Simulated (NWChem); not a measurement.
System: C$_{2}$H$_{4}$Cl$_{2}$Si; SMILES C=C[SiH](Cl)Cl

Here is an NWChem input.

```
start job
memory heap 200 mb stack 900 mb global 1100 mb
geometry units angstroms noautosym nocenter noautoz
  Si     0.389167     0.040551     0.000000
  Cl    -0.101143    -1.071246     1.667748
  Cl    -0.101143    -1.071246    -1.667748
  C     -0.550408     1.633284     0.000000
  C      0.078780     2.814409     0.000000
  H      1.853708     0.279326     0.000000
  H     -1.647182     1.606816     0.000000
  H      1.172478     2.890080     0.000000
  H     -0.467724     3.763924     0.000000
end
basis spherical
  * library def2-svp
end
dft
  xc pbe0
  iterations 150
end
cosmo
  do_cosmo_smd true
  solvent water
end
task dft energy
```

NWChem printed, in part:

```
             Northwest Computational Chemistry Package (NWChem) 7.3.0
             --------------------------------------------------------

                             Geometry "geometry" -> ""
                             -------------------------

 Output coordinates in angstroms (scale by  1.889725989 to convert to a.u.)

  No.       Tag          Charge          X              Y              Z
 ---- ---------------- ---------- -------------- -------------- --------------
    1 Si                  14.0000     0.38916700     0.04055100     0.00000000
    2 Cl                  17.0000    -0.10114300    -1.07124600     1.66774800
    3 Cl                  17.0000    -0.10114300    -1.07124600    -1.66774800
    4 C                    6.0000    -0.55040800     1.63328400     0.00000000
    5 C                    6.0000     0.07878000     2.81440900     0.00000000
    6 H                    1.0000     1.85370800     0.27932600     0.00000000
    7 H                    1.0000    -1.64718200     1.60681600     0.00000000
    8 H                    1.0000     1.17247800     2.89008000     0.00000000
    9 H                    1.0000    -0.46772400     3.76392400     0.00000000

 Effective nuclear repulsion energy (a.u.)     328.9148812296

                                 NWChem DFT Module
                                 -----------------

 Summary of "ao basis" -> "ao basis" (spherical)
 ------------------------------------------------------------------------------
       Tag                 Description            Shells   Functions and Types
 ---------------- ------------------------------  ------  ---------------------
 Si                         def2-svp                 8       18   4s3p1d
 Cl                         def2-svp                 8       18   4s3p1d
 C                          def2-svp                 6       14   3s2p1d
 H                          def2-svp                 3        5   2s1p

 in cosmo_initialize ...
 calling solv_data for solv:h2o

 solvent parameters
 solvname_short: h2o
 solvname_long:  water
 dielec:       78.4000
 dielecinf:     1.7769
 aqueous SMD model solvent descriptors
 dielec:       78.4000
 sola:          0.8200

          ---------------
          -cosmo- solvent
          ---------------
 Cosmo: York-Karplus, doi: 10.1021/jp992097l
 dielectric constant -eps-     =  78.40
 screen = (eps-1)/(eps    )    =   0.98724
 surface charge correction     = lagrangian

   van der Waals surface
 --------------------------

 ---------- ATOMIC COORDINATES (A.U.) ------------ VDWR(ANG.) --
     1    0.73541899    0.07663028    0.00000000     2.470
     2   -0.19113256   -2.02436141    3.15158674     2.380
     3   -0.19113256   -2.02436141   -3.15158674     2.380
     4   -1.04012030    3.08645922    0.00000000     1.850
     5    0.14887261    5.31846183    0.00000000     1.850
     6    3.50300018    0.52784960    0.00000000     1.200
     7   -3.11272263    3.03644195    0.00000000     1.200
     8    2.21566215    5.46145929    0.00000000     1.200
     9   -0.88387020    7.11278500    0.00000000     1.200
 number of segments per atom =        128
 number of   points per atom =        128
 atom (   nspa,  nppa )
 ----------------------
    1 (     38,     0 )       0
    2 (     91,     0 )       0
    3 (     91,     0 )       0
    4 (     32,     0 )       0
    5 (     62,     0 )       0
    6 (     30,     0 )       0
    7 (     50,     0 )       0
    8 (     50,     0 )       0
    9 (     54,     0 )       0
 number of -cosmo- surface points =      498
 molecular surface =    160.086 angstrom**2
 molecular volume  =    153.679 angstrom**3
 -lineq- algorithm             =   0
 -bem- low  level              =   3
 -bem- from -octahedral-
 gaussian surface charge width =   4.50000
 degree of switching           =   1.00000
 switching function tolerance  =   0.00010
 atomic radii =
 --------------
    1 14.000  2.470
    2 17.000  2.380
    3 17.000  2.380
    4  6.000  1.850
    5  6.000  1.850
    6  1.000  1.200
    7  1.000  1.200
    8  1.000  1.200
    9  1.000  1.200
 ...... end of -cosmo- initialization ......

 nat:                     9
 ixmem:                  4523
 calling mnsol_interface()
 G(SMD-CDS) energy (kcal/mol)  =     3.553
 SMD-CDS SASA (angstrom**2)    =   165.779

[...]

                                COSMO-SMD solvation results
                                ---------------------------

             internal energy in gas <Psi(g)|H|Psi(g)> =     -1287.634564535723
         internal energy in solvent <Psi(s)|H|Psi(s)> =     -1287.633842940504
                               delta internal energy  =         0.000721595219 (    0.45 kcal/mol)
   total free energy in solvent <Psi(s)|H+V/2|Psi(s)> =     -1287.639199035765
 polarization energy contribution <Psi(s)|V/2|Psi(s)> =        -0.005356095261 (   -3.36 kcal/mol)
    total free energy in solvent including G(SMD-CDS) =     -1287.633537534419
                       G(SMD-CDS) energy contribution =         0.005661501346 (    3.55 kcal/mol)
     1 M fixed-concentration free energy of solvation =         0.001027001304 (    0.64 kcal/mol)

                       DFT Final Molecular Orbital Analysis
                       ------------------------------------

 Vector   30  Occ=2.000000D+00  E=-3.372198D-01
              MO Center= -7.5D-02, -9.0D-01,  3.0D-08, r^2= 4.2D+00
   Bfn.  Coefficient  Atom+Function         Bfn.  Coefficient  Atom+Function
  ----- ------------  ---------------      ----- ------------  ---------------
    31      0.359921  2 Cl pz                49      0.359921  3 Cl pz
    28      0.264934  2 Cl pz                46      0.264934  3 Cl pz
    30      0.207166  2 Cl py                48     -0.207166  3 Cl py
    29      0.183432  2 Cl px                47     -0.183432  3 Cl px
    27      0.157805  2 Cl py                45     -0.157805  3 Cl py

 Vector   31  Occ=2.000000D+00  E=-3.190153D-01
              MO Center=  8.4D-02,  3.0D-01, -2.3D-07, r^2= 4.9D+00
   Bfn.  Coefficient  Atom+Function         Bfn.  Coefficient  Atom+Function
  ----- ------------  ---------------      ----- ------------  ---------------
    29      0.268088  2 Cl px                47      0.268088  3 Cl px
    59     -0.227337  4 C  py                83     -0.208555  6 H  s
    26      0.194350  2 Cl px                44      0.194350  3 Cl px
    58      0.180167  4 C  px                57      0.172565  4 C  s
    30     -0.167995  2 Cl py                48     -0.167995  3 Cl py

 Vector   32  Occ=2.000000D+00  E=-3.036747D-01
              MO Center= -2.1D-01,  1.7D+00, -5.6D-08, r^2= 3.1D+00
   Bfn.  Coefficient  Atom+Function         Bfn.  Coefficient  Atom+Function
  ----- ------------  ---------------      ----- ------------  ---------------
    60      0.382085  4 C  pz                74      0.375084  5 C  pz
    63      0.254883  4 C  pz                77      0.252936  5 C  pz
    30     -0.182251  2 Cl py                48      0.182251  3 Cl py
    27     -0.129895  2 Cl py                45      0.129895  3 Cl py
    24     -0.075298  2 Cl py                42      0.075298  3 Cl py

 Vector   33  Occ=0.000000D+00  E=-2.767853D-02
              MO Center= -5.3D-02,  1.8D+00, -7.7D-09, r^2= 3.3D+00
   Bfn.  Coefficient  Atom+Function         Bfn.  Coefficient  Atom+Function
  ----- ------------  ---------------      ----- ------------  ---------------
    77      0.557594  5 C  pz                63     -0.430429  4 C  pz
    74      0.425186  5 C  pz                13     -0.387606  1 Si pz
    60     -0.307450  4 C  pz                10     -0.180788  1 Si pz
    30      0.177313  2 Cl py                48     -0.177313  3 Cl py
    22      0.138480  2 Cl s                 40     -0.138480  3 Cl s

 Vector   34  Occ=0.000000D+00  E= 2.814699D-02
              MO Center=  2.9D-01, -2.8D-01, -2.6D-09, r^2= 4.1D+00
   Bfn.  Coefficient  Atom+Function         Bfn.  Coefficient  Atom+Function
  ----- ------------  ---------------      ----- ------------  ---------------
    12      0.930701  1 Si py                 3     -0.602304  1 Si s
    71     -0.507261  5 C  s                 31     -0.472051  2 Cl pz
    49      0.472051  3 Cl pz                22      0.334023  2 Cl s
    40      0.334023  3 Cl s                  9      0.320720  1 Si py
    99      0.281625  9 H  s                 57     -0.261658  4 C  s

 Vector   35  Occ=0.000000D+00  E= 6.833831D-02
              MO Center=  4.8D-01,  5.7D-01, -2.1D-08, r^2= 4.0D+00
   Bfn.  Coefficient  Atom+Function         Bfn.  Coefficient  Atom+Function
  ----- ------------  ---------------      ----- ------------  ---------------
    13      1.287433  1 Si pz                63     -0.629369  4 C  pz
    22     -0.508558  2 Cl s                 40      0.508558  3 Cl s
    77      0.349075  5 C  pz                30     -0.314225  2 Cl py
    48      0.314225  3 Cl py                10      0.292444  1 Si pz
    60     -0.286778  4 C  pz                31      0.209711  2 Cl pz

     Multipole analysis of the density
     ---------------------------------

     L   x y z        total         alpha         beta         nuclear
     -   - - -        -----         -----         ----         -------
     0   0 0 0     -0.000000    -32.000000    -32.000000     64.000000

     1   1 0 0      0.162081     -0.004931     -0.004931      0.171942
     1   0 1 0      1.187797      1.187599      1.187599     -1.187402
     1   0 0 1     -0.000000     -0.000000     -0.000000      0.000000

     2   2 0 0    -35.851820    -39.470094    -39.470094     43.088369
     2   1 1 0     -0.012595      1.171386      1.171386     -2.355366
     2   1 0 1      0.000000      0.000000      0.000000      0.000000
     2   0 2 0    -34.188693   -245.197843   -245.197843    456.206994
     2   0 1 1     -0.000000     -0.000000     -0.000000      0.000000
     2   0 0 2    -41.046325   -189.375645   -189.375645    337.704965
```

Level: PBE0/def2-SVP, SMD on the gas-phase geometry. Coordinates come from a PBE0/def2-SVP optimisation. Solvent: water.
